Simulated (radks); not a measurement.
All-electron calculation, non-relativistic Kohn-Sham, r2SCAN, spin-polarised, spherical densities, point nucleus; open shells are filled with parallel spins first (spin-orbit coupling, left out, can overturn this in heavy ions); meta-GGA in the generalised Kohn-Sham scheme. Program: a radial shooting solver on a logarithmic mesh with Libxc functionals. Each species is in its NIST ground configuration. Rank Hf, Ir, Re, Pt, W, Ta, Lu, Os, Au, Hg by mean radius of the outermost orbital (bohr), largest first.

Answer. Lu 4.12, Hf 4.01, Ta 3.92, W 3.85, Re 3.78, Os 3.55, Ir 3.40, Pt 3.35, Au 3.33, Hg 3.10.
